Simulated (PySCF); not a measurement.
CH3F5Si2, SMILES F[SiH](F)C[Si](F)(F)F.

Geometry: B3LYP-D3(BJ)/def2-SVP. This is a generated structure with no PubChem entry under its InChIKey; it may be hypothetical. The values are those of a single conformer.

Two levels are set side by side: PBE/def2-TZVP (PySCF) and M06-2X/def2-TZVP (PySCF). Same geometry, gas phase. Differences are taken from unrounded values.

```csv
quantity,PBE
orbital gap (eV),7.90
highest occupied level (eV),-8.55
lowest empty level (eV),-0.64
dipole moment (D),2.18
```

Q: These are the PBE values. What does M06-2X give? (The exact figures need the calculation; the answer reports its results.)

A: 
| quantity | M06-2X | PBE minus M06-2X |
|---|---|---|
| orbital gap (eV) | 12.42 | -4.52 |
| highest occupied level (eV) | -11.40 | 2.85 |
| lowest empty level (eV) | 1.03 | -1.67 |
| dipole moment (D) | 2.36 | -0.18 |

Without exact exchange PBE keeps part of each electron's self-repulsion, which lifts occupied levels and narrows the gap. Differences between two approximate levels are no errors against the true value.

Rough cost on one machine, each run with all the roots and properties that it gave: M06-2X against PBE about 3 times.
